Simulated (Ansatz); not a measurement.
One change: `C[NH][AlH][NH2]` becomes `C[NH][Al]([NH2])[OH]`.

Ansatz, PBE0-D4/def2-TZVP geometries, multiplicity 1. Each molecule was computed in one conformer, which needn't be the lowest.

```json
{"property": "HOMO energy (ωB97M-V/def2-TZVPP) / eV", "`C[NH][AlH][NH2]`": "-8.81"}
{"property": "HOMO–LUMO gap (B3LYP/def2-TZVPP) / eV", "`C[NH][AlH][NH2]`": "6.46"}
{"property": "size of the dipole moment (PBE/def2-TZVPP) / D", "`C[NH][AlH][NH2]`": "1.10"}
{"property": "size of the dipole moment (ωB97M-V/def2-TZVPP) / D", "`C[NH][AlH][NH2]`": "1.02"}
{"property": "LUMO energy (B3LYP/def2-TZVPP) / eV", "`C[NH][AlH][NH2]`": "0.21"}
{"property": "LUMO energy (PBE/def2-TZVPP) / eV", "`C[NH][AlH][NH2]`": "-0.33"}
```

Problem. What does the change do to each property? (An estimate is asked.)

Solution. Ansatz gave: 
```tsv
property	`C[NH][Al]([NH2])[OH]`	shift
HOMO energy (ωB97M-V/def2-TZVPP) / eV	-8.81	0.00
HOMO–LUMO gap (B3LYP/def2-TZVPP) / eV	6.04	-0.42
size of the dipole moment (PBE/def2-TZVPP) / D	1.31	0.21
size of the dipole moment (ωB97M-V/def2-TZVPP) / D	1.38	0.36
LUMO energy (B3LYP/def2-TZVPP) / eV	-0.19	-0.40
LUMO energy (PBE/def2-TZVPP) / eV	-0.70	-0.37
```

Dipoles are sizes alone; their direction can turn.

B3LYP here is the variant with VWN-RPA as its local correlation; programs differ in this.
